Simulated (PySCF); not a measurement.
# SMILES C(/C=C\C(OC)=O)=C/[O-], [C₆H₇O₃]-, charge -1

Molfile (atoms numbered from 1):
```
C6H7O3
     RDKit          3D

 16 15  0  0  0  0  0  0  0  0999 V2000
   -3.3408   -0.0868    0.1938 C   0  0  0  0  0  0  0  0  0  0  0  0
   -2.2257    0.7187   -0.0398 O   0  0  0  0  0  0  0  0  0  0  0  0
   -1.0032    0.1030    0.2078 C   0  0  0  0  0  0  0  0  0  0  0  0
   -0.9942   -1.0571    0.5939 O   0  0  0  0  0  0  0  0  0  0  0  0
    0.0836    0.9901   -0.0474 C   0  0  0  0  0  0  0  0  0  0  0  0
    1.4286    0.6650    0.1115 C   0  0  0  0  0  0  0  0  0  0  0  0
    2.0400   -0.5143    0.5290 C   0  0  0  0  0  0  0  0  0  0  0  0
    3.4598   -0.6119    0.6172 C   0  0  0  0  0  0  0  0  0  0  0  0
    4.3083    0.2467    0.3649 O   0  0  0  0  0  0  0  0  0  0  0  0
   -3.3724   -0.4649    1.2306 H   0  0  0  0  0  0  0  0  0  0  0  0
   -3.3630   -0.9722   -0.4666 H   0  0  0  0  0  0  0  0  0  0  0  0
   -4.2302    0.5330    0.0011 H   0  0  0  0  0  0  0  0  0  0  0  0
   -0.1870    1.9908   -0.3912 H   0  0  0  0  0  0  0  0  0  0  0  0
    2.1466    1.4623   -0.1275 H   0  0  0  0  0  0  0  0  0  0  0  0
    1.4323   -1.3813    0.7954 H   0  0  0  0  0  0  0  0  0  0  0  0
    3.8115   -1.6281    0.9696 H   0  0  0  0  0  0  0  0  0  0  0  0
  1  2  1  0
  2  3  1  0
  3  4  2  0
  3  5  1  0
  5  6  2  0
  6  7  1  0
  7  8  2  0
  8  9  1  0
  1 10  1  0
  1 11  1  0
  1 12  1  0
  5 13  1  0
  6 14  1  0
  7 15  1  0
  8 16  1  0
M  CHG  1   9  -1
M  END
```

Computed, not measured: quadratic response CAM-B3LYP/aug-cc-pVDZ first hyperpolarisability, Taylor convention, gas phase in PySCF 2.14.0. Geometry: PBE0-D3(BJ)/def2-SVP.

For a gas-phase anion, states above the detachment energy (about 2.2 eV, taken as minus the energy of the highest occupied orbital) lie in the continuum and depend on the basis.

Question: Give the tensor of the second harmonic β(−2ω;ω,ω) at 1064 nm in the axes of these coordinates.

Answer: In au, Taylor convention; rows are the first index (the induced dipole):
```tsv
	xx	yy	zz	xy	xz	yz
x	-671.3	-24.7	-14.6	+467.2	-175.5	+28.2
y	+397.2	+132.9	+31.3	-8.7	+35.4	-43.4
z	-156.3	-50.8	+4.0	+39.7	+31.7	+9.6
```
Norm of βᵢ = ⅓ Σⱼ (βᵢⱼⱼ + βⱼᵢⱼ + βⱼⱼᵢ): 918.9 au, hyper-Rayleigh value 419.3 au.
